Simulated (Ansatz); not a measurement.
Question: Name a neutral molecule of Al, Br, C, Si and H with HOMO energy (PBE0/def2-TZVPP) between -7.55 and -7.25 eV and HOMO energy (B3LYP/def2-TZVPP) between -7.40 and -7.10 eV (Ansatz, PBE0-D4/def2-TZVP geometry).

Answer: `[CH3][Al]([SiH3])[Br]` (-7.49 eV, -7.29 eV). Other molecules can fit too; these were computed, each in one conformer that needn't be the lowest.

B3LYP here is the variant with VWN-RPA as its local correlation; programs differ in this.
